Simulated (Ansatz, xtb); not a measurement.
**Two isomers of C7H10O**

Structure I is `C#C[C@@H]1CC[C@H](O)C1`, a singlet and structure II is `C#C[C@@H]1CCC[C@@H]1O`, a singlet. Both are isolated molecules in the gas phase, relaxed with r2SCAN-D4/def2-SVP; each stands in its lowest conformer found.

Q: Estimate E(II) − E(I) at the level CCSD(T)/def2-SVP + ΔMP2/def2-TZVPP.

A: Calculated at CCSD(T)/def2-SVP + ΔMP2/def2-TZVPP: E(II) − E(I) = −8.6 kJ/mol, so structure II lies lower.

The same difference at several levels:

```csv
level,geometry,E(II) − E(I) (kJ/mol),departure from the last row (kJ/mol),"job, with rough time for the two"
GFN2-xTB,GFN2-xTB,−1.7,+6.9,"optimisation, 0.28 s"
HF/STO-3G,GFN2-xTB,−1.2,+7.4,"single point, 0.66 s"
r2SCAN-D4/def2-SVP//GFN2-xTB,GFN2-xTB,−11.5,−2.9,"single point, 9 s"
r2SCAN-D4/def2-SVP,r2SCAN-D4/def2-SVP,−11.6,−2.9,"optimisation, 2.1 min"
HF/def2-SVP,r2SCAN-D4/def2-SVP,−7.4,+1.2,part of the CCSD(T) run
MP2/def2-SVP,r2SCAN-D4/def2-SVP,−11.2,−2.5,part of the CCSD(T) run
CCSD(T)/def2-SVP,r2SCAN-D4/def2-SVP,−10.4,−1.7,single point
CCSD(T)/def2-SVP + ΔMP2/def2-TZVPP,r2SCAN-D4/def2-SVP,−8.6,,"single point, 4.7 min"
```

As drawn, both hold the same kinds of bond in the same numbers.

GFN2-xTB, HF/STO-3G find them nearly level. The largest departure from CCSD(T)/def2-SVP + ΔMP2/def2-TZVPP is that of HF/STO-3G, 7.4 kJ/mol. The last row adds to CCSD(T) the change of the MP2 difference between the two basis sets, here +1.7 kJ/mol.

With thermal terms from frequencies at re-optimised GFN2-xTB minima (ideal gas, soft modes damped towards free rotors, one conformer each, 298.15 K, 1 atm): on the last row, ΔE + ΔZPE = −8.7, ΔH = −8.6, ΔG = −8.7 kJ/mol.

The correlated steps freeze 8 core orbitals. Programs: Ansatz 0.2.0, xtb 6.7.1; the last row on 2 threads of Arm Neoverse V2 on a shared host.
